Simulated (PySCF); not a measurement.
Work out the structure from these simulated measurements.

Elements present: C, Cl, H and Si. Monoisotopic mass: 147.9070 u.

| Property | Result |
| --- | --- |
| UV, first state | lowest singlet excitation: 7.33 eV (169 nm, f = 0.000) [TDDFT B3LYP/def2-SVPD] |
| XPS | Si2p3/2 109.3, Cl2p3/2 206.4 (×3), C1s 291.2, Si1s 1849.5, Cl1s 2829.0 (×3) eV [ΔSCF SCAN, pcX-2 on the ionised atom, pcseg-1 elsewhere, spin-free X2C, 2p3/2 from a spin–orbit splitting computed afterwards within the 2p shell] |
| 13C NMR | chemical shifts (computed TMS as zero) by class: 13.0 (1 C) ppm [GIAO KT2/pcSseg-1] |
| NMR, other nuclei | isotropic shieldings of nuclei other than C and H, by class: 320 (1 Si), 776 (3 Cl) ppm [GIAO KT2/pcSseg-1] |
| Rotational structure | rotational constants A, B, C: 1.737, 1.736, 1.297 GHz [PBE0-D3(BJ)/def2-SVP] |
| Triplet | lowest triplet excitation (Tamm–Dancoff): 6.97 eV [TDA B3LYP/def2-SVPD] |
| Polarisability | 77.8 au [B3LYP/def2-SVPD] |
| 1H NMR | chemical shifts (computed TMS as zero) by class: 0.87 (3 H) ppm [GIAO KT2/pcSseg-1] |
| Dipole | 2.09 D [B3LYP/def2-SVPD] |

Gas-phase values; electronic properties from PySCF, density fitting. Levels stand in brackets. Geometry: PBE0-D3(BJ)/def2-SVP; no solvent, vibrations or thermal averaging. Each NMR value is the plain mean over a class of atoms that symmetry, rotation or inversion makes alike.

**Question.** Which formula fits the mass and the elements?

**Answer.** CH3Cl3Si (calculated 147.9070). No other formula that holds each of these elements comes within 0.0003 u with a fitting electron parity and a possible valence count.

**Question.** What is the compound? Reason from the data.

**Answer.** The one carbon: carbon bonded to Si and 3 H (13.0 ppm). All hydrogens form one class (0.87 ppm): hydrogen on carbon. The other shieldings belong to: 320 ppm, silicon bonded to C and 3 Cl; 776 ppm, chlorine bonded to Si. The core levels belong to: Si2p3/2 109.3 eV, silicon bonded to C and 3 Cl; Cl2p3/2 206.4 eV, chlorine bonded to Si; C1s 291.2 eV, carbon bonded to Si and 3 H; Si1s 1849.5 eV, silicon bonded to C and 3 Cl; Cl1s 2829.0 eV, chlorine bonded to Si. By its constants the optimised geometry is a nearly oblate symmetric top. Structure: SiMeCl3, `C[Si](Cl)(Cl)Cl`. The assignments are read from this structure; whether some other isomer fits the data as well wasn't checked.
